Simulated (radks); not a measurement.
The lanthanum ion La1.75+, 55.25 electrons, occupied as [Kr] 4d10 5s2 5d(up 1, down 1) 5p(up 2.75, down 2.5) (fractional occupations, a model configuration). All-electron calculation, scalar-relativistic Kohn-Sham, PBE, spin-polarised, spherical densities, point nucleus. Program: a radial shooting solver on a logarithmic mesh with Libxc functionals.

Unscreened Slater integrals over Kohn-Sham orbitals (eV). They are taken over the spin-up orbitals.

integral,value
"F0(5d,5d)",9.5520
"F2(5d,5d)",4.9978
"F4(5d,5d)",3.3128
"F0(5d,5p)",11.039
"F2(5d,5p)",5.3243
"G1(5d,5p)",6.1573
"G3(5d,5p)",3.8180
"F0(5d,5s)",11.433
"G2(5d,5s)",3.8779
"F0(5p,5p)",13.762
"F2(5p,5p)",7.4445
"F0(5p,5s)",14.653
"G1(5p,5s)",9.8397
"F0(5s,5s)",15.801

Derived for the open shells (J is the average intra-shell exchange parameter used in DFT+U). 5d: Racah B = F2/49 - 5 F4/441 = 0.06443 eV, C = 35 F4/441 = 0.2629 eV, C/B = 4.08, F4/F2 = 0.663, J = (F2 + F4)/14 = 0.5936 eV. 5p: J = F2/5 = 1.489 eV.
